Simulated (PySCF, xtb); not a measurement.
Os(CO)2 (C2O2Os), SMILES [O+]#[C-]->[Os]<-[C-]#[O+] (connectivity only; charge and spin as stated), neutral, multiplicity 3.

Harmonic wavenumbers (cm⁻¹) from GFN2-xTB in xtb at its own minimum, in rising order: 62, 217, 266, 302, 397, 518, 555, 1981, 2050.

Task: What does PBE0-D3(BJ)/def2-SVP run with PySCF give at its own minimum? (An estimate is asked for; the answer gives what the named calculation found.)

Result: 95, 341, 383, 415, 494, 542, 594, 2048, 2111. Paired by order, the mean absolute difference is 75 cm⁻¹ and the zero-point energies are 9.1 and 10.0 kcal/mol.
